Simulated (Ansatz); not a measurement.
# Relaxing a trial structure of AlH7Sn2

The starting geometry of this gas-phase singlet was optimised with GFN2-xTB.

```tsv
atom	x (Å)	y (Å)	z (Å)
Al	-0.5105	0.2440	-1.1182
Sn	2.0707	-0.9748	-1.3244
Sn	-1.0509	1.2809	1.5643
H	-0.5119	1.7590	-1.5312
H	2.0145	0.7921	-1.7891
H	-1.3561	0.1665	2.9740
H	0.2369	-0.8518	-2.2699
H	0.1051	2.1509	2.6729
H	0.6927	-0.2490	0.1344
H	-1.9042	-0.4408	-0.8687
```

Problem. Where would you expect an optimisation with PBE0-D3(BJ)/def2-SVP to take it?

Solution. It rearranges, giving a structure with H7 bridging Al1 and Sn2, H9 bridging Sn2 and Sn3, given below by its coordinates. Distances that change by over a tenth: Al1–Sn2 (2.86 → 3.33 Å), Sn2–Sn3 (4.81 → 3.36 Å). Contacts that open: Al1–H9 (1.81 → 3.37 Å). Contacts that close: Sn2–H9 (2.13 → 1.95 Å), Sn3–H9 (2.72 → 1.92 Å).

The energy falls by 1.43 eV over 19 steps:

```csv
step,E − E(last) (eV)
1,1.431
3,0.981
5,0.737
7,0.542
9,0.214
11,0.027
13,0.007
15,0.001
17,0.000
19,0.000
```

Final geometry (Å):

```xyz
10

Al   -1.1704    0.5346   -1.3153
Sn    1.8539   -0.7486   -0.7500
Sn   -0.3747    0.8115    1.2220
H    -0.8990    1.7993   -2.2365
H     1.9915    1.0153   -0.9185
H    -0.9736   -0.0878    2.5667
H     0.1497   -0.6308   -1.6004
H     0.5729    2.0723    1.9071
H     1.0599   -0.4508    1.0101
H    -2.4239   -0.4383   -1.4413
```

Frequencies at the end are all real (lowest 107 cm⁻¹). Atoms past krypton carry core potentials, without spin–orbit terms. Run with Ansatz 0.2.0, 60 s on 2 threads of Arm Neoverse V1, with other jobs on the host.
